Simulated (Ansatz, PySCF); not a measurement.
Process, species as SMILES: ClC(Cl)C(Cl)Cl -> Cl[C](Cl)C(Cl)Cl + H atom (the C-H bond at the site shown breaks; other sites are not compared here)
Geometries: B3LYP-D3(BJ)/def2-TZVP minima from Ansatz (a first-principles code), one conformer each, not searched for the lowest. Frequencies are from Ansatz or PySCF.

Quantity: bond dissociation energy (enthalpy at 298 K, with B3LYP-D3(BJ) rigid-rotor harmonic-oscillator terms), in kJ/mol. Correlated levels leave the core frozen unless marked. Open shells are spin-unrestricted. Spin-orbit coupling is left out. No relativistic terms. CBS marks a two-point X^-3 extrapolation of the correlation energy; Hartree-Fock from the larger set. The bracket is a focal-point correction in the basis named.

| level | program | bond dissociation energy (kJ/mol) |
|---|---|---|
| HF/STO-3G | Ansatz | 408.8 |
| HF/6-31G | Ansatz | 312.0 |
| HF-D4/def2-TZVPD | PySCF + dftd4 | 303.1 |
| PBE/def2-TZVPD | Ansatz | 356.4 |

Task: What does RI-MP2/CBS(cc-pV(T+d)Z,cc-pV(Q+d)Z)+[CCSD(T)-MP2]/cc-pV(T+d)Z (Ansatz) give?

Result: 398.2 kJ/mol
